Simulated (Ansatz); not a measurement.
A structure relaxed at PBE0-D4/def2-TZVP, charge 0, multiplicity 1:

Cartesian coordinates in Å:
```
O -1.706 0.597 -0.808
C -0.822 0.276 -0.102
Se 0.051 0.964 1.453
Sb 0.687 -1.284 0.275
H 1.791 -0.552 -0.817
```

Q: Give its formula and SMILES.

A: CHOSbSe, `O=[C]1[Se][SbH]1`.

Q: Summarise the bond lengths by kind.

A: 1 × C–O 1.176 Å; 1 × C–Se 1.912 Å; 1 × C–Sb 2.203 Å; 1 × Sb–Se 2.616 Å; 1 × H–Sb 1.717 Å.

All numbers were calculated with Ansatz.
